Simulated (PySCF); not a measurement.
Computed with PBE-D3(BJ)/def2-TZVP // BP86-D3(BJ)/def2-SVP (PySCF 2.14.0). All species are isolated molecules in the gas phase. 

Reference species: [Zn(F)2] (neutral, multiplicity 1).

LUMO: -2.99 eV
coordination number: 2
charge on the central atom (meta-Löwdin): 1.37 e
HOMO: -8.58 eV

Changed species: [Zn(H)2] (2 of 2 F replaced by H; the reference has 0 of 2 F replaced by H).

Q: Predict the effect on the LUMO, coordination number, charge on the central atom (meta-Löwdin) and HOMO.

A: the LUMO goes up by 1.59 eV, to -1.40 eV; the coordination number is nearly the same; the charge on the central atom (meta-Löwdin) falls by 0.54 e, to 0.83 e; the HOMO increases by 1.73 eV, to -6.85 eV.
